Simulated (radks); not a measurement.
Values are calculated unless marked as measured or tabulated.
The mean radii <r> (bohr) of the occupied orbitals of an atom or ion are listed with their occupations. Level of theory: scalar-relativistic Kohn-Sham, PBE, spin-polarised, spherical densities, point nucleus (a radial shooting solver on a logarithmic mesh with Libxc functionals).

| orbital | occ. | <r> |
|---|---|---|
| 1s down | 1 | 0.03428 |
| 1s up | 1 | 0.03428 |
| 2s up | 1 | 0.1496 |
| 2s down | 1 | 0.1496 |
| 2p up | 3 | 0.1304 |
| 2p down | 3 | 0.1304 |
| 3s up | 1 | 0.4154 |
| 3s down | 1 | 0.4154 |
| 3p up | 3 | 0.4164 |
| 3p down | 3 | 0.4163 |
| 3d up | 5 | 0.3991 |
| 3d down | 5 | 0.3989 |
| 4s up | 1 | 1.061 |
| 4s down | 1 | 1.054 |
| 4p up | 3 | 1.174 |
| 4p down | 3 | 1.167 |
| 4d up | 5 | 1.604 |

Name the element and its charge. Open shells, if any, are filled with parallel spins first.

Answer. Z = 43, technetium, charge +2: Tc2+ in [Kr] 4d5. The 1s radius gives Z: for a bare nucleus <r> = (2 gamma + 1)/(2Z) with gamma = sqrt(1 - (Z/c)^2), 0.03371 bohr for Z = 43, and screening makes it slightly larger (0.03428 here). The occupations add up to 41, and the charge is Z minus that.
